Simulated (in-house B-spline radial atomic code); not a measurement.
## Binding energies in Dy2+

NIST's tabulated ground configuration is [Xe] 4f10; each binding energy is the energy of the ion with one electron taken from that subshell, relaxed, less that of the parent. Method: Dirac-Kohn-Sham PBE, spherical fractional occupations, Fermi nucleus of rms radius 5.2218 fm. Calculated with a B-spline radial code for spherical atoms. Energies include first-order Breit, QED and recoil terms.

| subshell | X-ray name | binding energy (eV) | -ε (eV) | relaxation (eV) |
| --- | --- | --- | --- | --- |
| 1s | K | 53869.3 | 53604.7 | -476.3 |
| 2s | L1 | 8990.7 | 8933.5 | -84.6 |
| 2p1/2 | L2 | 8579.8 | 8497.7 | -108.4 |
| 2p3/2 | L3 | 7776.4 | 7697.5 | -96.4 |
| 3s | M1 | 2017.7 | 1999.2 | -23.8 |
| 3p1/2 | M2 | 1829.6 | 1809.0 | -25.5 |
| 3p3/2 | M3 | 1663.3 | 1642.8 | -23.5 |
| 3d3/2 | M4 | 1342 | 1315.5 | -28.3 |
| 3d5/2 | M5 | 1305.7 | 1279.2 | -27.6 |
| 4s | N1 | 415.9 | 406.6 | -10.5 |
| 4p1/2 | N2 | 340.9 | 331.5 | -10.4 |
| 4p3/2 | N3 | 304 | 294.4 | -10.2 |
| 4d3/2 | N4 | 180.4 | 170.7 | -9.9 |
| 4d5/2 | N5 | 173.7 | 164.0 | -9.8 |
| 5s | O1 | 69.93 | 62.92 | -7.18 |
| 5p1/2 | O2 | 49.31 | 42.72 | -6.71 |
| 5p3/2 | O3 | 44.37 | 38.00 | -6.43 |
| 4f | N6,7 | 25.68 | 17.05 | -8.53 |

Relaxation = -ε minus the binding energy without Breit, QED and recoil terms. With a density functional, K lines can miss by some tenths of a per cent, more in light atoms. For a density functional the relaxation so defined is negative, because -ε of a Kohn-Sham level is smaller than the binding energy.

Emission lines follow as differences of binding energies, with λ = 12398.42 eV·Å / E:

```tsv
line	holes	energy (eV)	wavelength (Å)
K-L3	1s → 2p3/2	46092.9	0.26899
K-L2	1s → 2p1/2	45289.5	0.27376
K-M3	1s → 3p3/2	52206.0	0.23749
L3-M5	2p3/2 → 3d5/2	6470.7	1.9161
L2-M4	2p1/2 → 3d3/2	7237.8	1.713
L1-M3	2s → 3p3/2	7327.4	1.6921
L3-M1	2p3/2 → 3s	5758.7	2.153
L2-N4	2p1/2 → 4d3/2	8399.4	1.4761
```

Question: What screening constant σ does Moseley's law, E = (3/4)·13.6057 eV·(Z - σ)², need for K-L3?

Answer: σ = -1.21.

Moseley's non-relativistic formula needs a falling, then negative, screening constant for heavy elements, because relativity binds the 1s electron more strongly than the formula allows.
